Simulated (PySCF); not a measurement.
## Spin-state energies of FeF3

FeF3 holds Fe(III), d5, at total charge 0. The structure is a PBE0-D3(BJ)/def2-TZVP geometry optimised for multiplicity 6; coordination trigonal planar, point group D3h, metal–donor distances 1.75 Å.

```
4

Fe    0.0000    0.0000    0.0000
F     1.7495    0.0000    0.0000
F    -0.8748    1.5151    0.0000
F    -0.8748   -1.5151    0.0000
```

Method (PySCF 2.14, density fitting): CASSCF(5,5) with orbitals averaged over all microstates of the shell, strongly contracted NEVPT2 on the averaged canonical orbitals; basis x2c-TZVPall on the metal, x2c-SVPall elsewhere; spin-free X2C; gas phase; spin-orbit coupling by state interaction with the mean-field operator over all roots.

The unrestricted Kohn–Sham energies use the same basis, Hamiltonian, solvent and geometry. All energies are vertical, in cm⁻¹ above the lowest state with 2S+1 = 6; a negative value means that the lower spin is more stable. A dash marks a spin without a sound unrestricted solution.

| method | 2S+1 = 4 | 2S+1 = 2 |
| --- | --- | --- |
| CASSCF | 26706 | 41976 |
| NEVPT2 | 20573 | 35215 |
| BP86 | 4876 | – |
| TPSSh | 7402 | – |
| B3LYP | 8838 | – |
| PBE0 | 11231 | – |

(1) How does exact exchange act on the 2S+1 = 4 state?

The functionals differ in more than their exact exchange.

The active space of the d orbitals alone lacks metal–ligand bonding pairs, which usually tilts NEVPT2 towards high spin.

No frequencies were computed for the optimised geometry.

Answers

(1) From BP86 (0 % exact exchange) to PBE0 (25 %) it moves by +6356 cm⁻¹ against the high-spin state, so more exact exchange favours high spin, the usual trend.
